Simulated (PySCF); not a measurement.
Mean harmonic wavenumber (cm⁻¹) of eight halogen compounds: PBE-D3(BJ) beside PBE0-D3(BJ), computed with PySCF for isolated molecules in the bases named; differences from unrounded values. The eight are the first of their class met in an unordered collection, after screening for sound electronic states; none was chosen by its value. Each level has its own optimised geometry.

| molecule | basis | PBE0-D3(BJ) | PBE-D3(BJ) | difference |
|---|---|---|---|---|
| trifluoroacetic acid (C2HF3O2), SMILES O=C(O)C(F)(F)F | def2-SVP | 982 | 930 | -52 |
| C5H5F, SMILES C=C=CC(F)=C | def2-SVP | 1331 | 1283 | -48 |
| CH3ClOSe, SMILES CO[Se]Cl | def2-SVP | 1267 | 1217 | -50 |
| C₅H₅Cl, SMILES C#C/C(C)=C/Cl | def2-SVP | 1313 | 1266 | -47 |
| 5,5-difluorocyclopenta-1,3-diene (C5H4F2), SMILES C1C=CC(F)(F)C=1 | def2-SVP | 1266 | 1217 | -49 |
| C₅H₅Cl, SMILES C=CC=C=CCl | def2-SVP | 1319 | 1273 | -47 |
| (1Z,3Z)-1,4-dichlorobuta-1,3-diene (C₄H₄Cl₂), SMILES Cl/C=C\C=C/Cl | def2-SVP | 1249 | 1204 | -45 |
| (1R)-1-chloro-1,2,2-trifluoroethane (C2H2ClF3), SMILES FC(F)[C@H](F)Cl | def2-SVP | 1095 | 1045 | -51 |

PBE-D3(BJ) lies below PBE0-D3(BJ) in 8 and above it in 0 of the eight; the mean signed difference is -49 and the largest -52 cm⁻¹.
